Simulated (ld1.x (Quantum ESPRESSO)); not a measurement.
## Reading a pseudo-wave (aluminium (Al))

Columns: radius, all-electron u(r) and pseudo u(r) of the 3p shell (level -13.04 eV) of aluminium in the configuration [Ne] 3s1.5 3p0; PBE, scalar-relativistic, RRKJ scheme, ld1.x (Quantum ESPRESSO) 7.5.

```
r (bohr)  all-electron   pseudo
   0.090        0.0834  -0.0037
   0.180        0.1958  -0.0145
   0.270        0.2638  -0.0318
   0.360        0.2818  -0.0547
   0.450        0.2602  -0.0818
   0.540        0.2118  -0.1120
   0.630        0.1469  -0.1438
   0.720        0.0731  -0.1762
   0.810       -0.0042  -0.2088
   0.900       -0.0815  -0.2413
   0.990       -0.1563  -0.2742
   1.080       -0.2270  -0.3081
   1.170       -0.2927  -0.3435
   1.260       -0.3527  -0.3809
   1.350       -0.4068  -0.4199
   1.440       -0.4550  -0.4596
   1.530       -0.4973  -0.4983
   1.620       -0.5340  -0.5341
   1.710       -0.5653  -0.5653
   1.800       -0.5914  -0.5914
   1.890       -0.6125  -0.6125
   1.980       -0.6286  -0.6286
   2.070       -0.6402  -0.6402
   2.160       -0.6475  -0.6475
   2.250       -0.6509  -0.6509
   2.340       -0.6507  -0.6507
```

(1) How many radial nodes do the two functions have?

(2) At about which radius was the pseudo-wave matched?

(3) Is the pseudo-wave norm-conserving?

## Answers

(1) The all-electron 3p function has n − l − 1 = 1; the pseudo-wave has 0, since the states of the same l below it are removed with the core.

(2) 1.75 bohr. The columns agree to 0.0005 from 1.62 bohr on; several derivatives are matched, so the curves merge somewhat inside the radius.

(3) Yes: the RRKJ scheme keeps the norm inside the radius equal to the all-electron one, which fixes the energy derivative of the logarithmic derivative at the level.
